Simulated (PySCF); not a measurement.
# `InChI=1S/C6H13N/c1-3-6-5(2)4-7-6/h5-7H,3-4H2,1-2H3/t5-,6-/m0/s1`

Molfile (atoms numbered from 1):
```
C6H13N
     RDKit          3D

 20 20  0  0  0  0  0  0  0  0999 V2000
    2.5710   -0.2220   -0.3895 C   0  0  0  0  0  0  0  0  0  0  0  0
    1.2168   -0.7041    0.1178 C   0  0  0  0  0  0  0  0  0  0  0  0
    0.0796    0.0876   -0.5125 C   0  0  2  0  0  0  0  0  0  0  0  0
   -0.0468    1.4626   -0.0163 N   0  0  0  0  0  0  0  0  0  0  0  0
   -1.5025    1.3496    0.0640 C   0  0  0  0  0  0  0  0  0  0  0  0
   -1.3796   -0.1779   -0.0678 C   0  0  2  0  0  0  0  0  0  0  0  0
   -1.5731   -0.9293    1.2364 C   0  0  0  0  0  0  0  0  0  0  0  0
    3.3754   -0.7970    0.0629 H   0  0  0  0  0  0  0  0  0  0  0  0
    2.7101    0.8260   -0.1370 H   0  0  0  0  0  0  0  0  0  0  0  0
    2.6385   -0.3297   -1.4704 H   0  0  0  0  0  0  0  0  0  0  0  0
    1.1775   -0.5872    1.1998 H   0  0  0  0  0  0  0  0  0  0  0  0
    1.0834   -1.7609   -0.1238 H   0  0  0  0  0  0  0  0  0  0  0  0
    0.1690    0.0247   -1.6087 H   0  0  0  0  0  0  0  0  0  0  0  0
    0.3188    2.1971   -0.6106 H   0  0  0  0  0  0  0  0  0  0  0  0
   -1.9019    1.7205    1.0110 H   0  0  0  0  0  0  0  0  0  0  0  0
   -2.0516    1.8144   -0.7638 H   0  0  0  0  0  0  0  0  0  0  0  0
   -2.0053   -0.6216   -0.8449 H   0  0  0  0  0  0  0  0  0  0  0  0
   -1.0128   -0.4536    2.0361 H   0  0  0  0  0  0  0  0  0  0  0  0
   -1.2436   -1.9612    1.1394 H   0  0  0  0  0  0  0  0  0  0  0  0
   -2.6280   -0.9273    1.5053 H   0  0  0  0  0  0  0  0  0  0  0  0
  1  2  1  0
  2  3  1  0
  3  4  1  0
  4  5  1  0
  5  6  1  0
  6  7  1  0
  6  3  1  0
  1  8  1  0
  1  9  1  0
  1 10  1  0
  2 11  1  0
  2 12  1  0
  3 13  1  6
  4 14  1  0
  5 15  1  0
  5 16  1  0
  6 17  1  6
  7 18  1  0
  7 19  1  0
  7 20  1  0
M  END
```

Level of theory: PySCF 2.14.0, TDDFT PBE0/def2-SVPD circular dichroism and optical rotation, one conformer, gas phase. Geometry: GFN2-xTB.

The molecule is flexible and this is one conformer; a measurement averages over conformers. States above about 6.4 eV (minus the energy of the highest occupied orbital) lie near or above the ionisation threshold and depend on the basis.

**Question.** Assign R or S to each stereocentre.

**Answer.** C3 S, C6 S.

**Question.** List the lowest 8 singlet excitations with oscillator and rotatory strengths.

**Answer.** Rotatory strengths R in 10⁻⁴⁰ esu² cm², velocity form and length form (origin at the centre of mass); f in length form.
| state | E (eV) | λ (nm) | f | R (velocity) | R (length) | main |
| --- | --- | --- | --- | --- | --- | --- |
| 1 | 5.88 | 211 | 0.004 | +7.3 | +7.0 | HOMO→LUMO 0.89 |
| 2 | 6.50 | 191 | 0.009 | +7.2 | +7.4 | HOMO→LUMO+1 0.88 |
| 3 | 6.66 | 186 | 0.020 | -12.8 | -13.0 | HOMO→LUMO+2 0.84 |
| 4 | 6.75 | 184 | 0.013 | -9.2 | -10.0 | HOMO→LUMO+3 0.86, HOMO→LUMO+2 0.09 |
| 5 | 7.47 | 166 | 0.006 | -8.3 | -8.2 | HOMO→LUMO+4 0.92 |
| 6 | 7.67 | 162 | 0.006 | +3.8 | +4.1 | HOMO→LUMO+5 0.90 |
| 7 | 7.78 | 159 | 0.021 | +29.1 | +27.5 | HOMO→LUMO+6 0.81, HOMO→LUMO+7 0.13 |
| 8 | 7.91 | 157 | 0.016 | +10.8 | +10.7 | HOMO−1→LUMO 0.96 |

Among the states computed, the strongest CD band (largest |R|) is state 7. The largest dissymmetry factor in size, g = 4R/(D+G), with D and G the electric and magnetic dipole strengths, is +0.022 for state 1 (velocity form, f = 0.003), among bands with |R| over 0.5. The mirror image has the same energies and oscillator strengths and all R with the opposite sign.
